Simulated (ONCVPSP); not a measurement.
Which change was made? (Cd, ONCV)

cadmium, optimised norm-conserving Vanderbilt (ONCV), made with ONCVPSP 4.0.1 (PBE, scalar-relativistic). Core [Ar] 3d10, reference 4s2 4p6 4d10 5s2. Waves: 4s+5s: rc 1.65 bohr, ncon 4, nbas 7, qcut 8 1/bohr, 2 projectors; 4p: rc 1.15 bohr, ncon 4, nbas 7, qcut 12.1 1/bohr, 2 projectors, debl 1.7 Ha; 4d: rc 1.15 bohr, ncon 5, nbas 10, qcut 8.7 1/bohr, 3 projectors, debl 1.8 Ha. Local part: polynomial inside 1.10 bohr (lpopt 3, dvloc0 6 Ha). Core correction: Teter function, fcfact 4.25, rcfact 1.55.

In the p channel the program set the typed energies aside and used -2.461, 0.250 Ha.

Cutoffs, loose and tight: the cutoffs (Ha) at which the residual kinetic energy of the hardest occupied pseudo-wave falls to 1 and 0.1 mHa per electron. They do not see the model core or the augmentation charge, which bear on the density cutoff. Test errors are all-electron minus pseudo excitation energies from the reference, over the configurations 4s2 4p6 4d10 5s1; 4s2 4p6 4d10 5s0; 4s2 4p6 4d9 5s0; 4s2 4p6 4d8 5s0; variants that change the core or the reference have their own tests.

The base gives: outcome: generated, projector energies reset by the program; cutoff, loose: 51 Ha; cutoff, tight: 94 Ha; bound ghosts: s, d; GHOST(+) flags above zero: d; largest test error (meV): -25.

Question: After one change the result is: outcome: generated, projector energies reset by the program; cutoff, loose: 58 Ha; cutoff, tight: 70 Ha; bound ghosts: none; GHOST(+) flags above zero: d; largest test error (meV): -17. Which change was it?
A. p: rc 0.84; local potential polynomial inside 0.84 bohr (lpopt 3, dvloc0 6 Ha)
B. s: qcut 9.3; p: qcut 14.1; d: qcut 10.2
C. local potential polynomial inside 1.10 bohr (lpopt 3, dvloc0 7 Ha)

Answer: B. The others give: p: rc 0.84; local potential polynomial inside 0.84 bohr (lpopt 3, dvloc0 6 Ha) → outcome: generated, projector energies reset by the program; cutoff, loose: 52 Ha; cutoff, tight: 184 Ha; bound ghosts: p, d; GHOST(+) flags above zero: s, d; largest test error (meV): -18 | local potential polynomial inside 1.10 bohr (lpopt 3, dvloc0 7 Ha) → outcome: generated, projector energies reset by the program; cutoff, loose: 51 Ha; cutoff, tight: 94 Ha; bound ghosts: d; GHOST(+) flags above zero: d; largest test error (meV): -17.
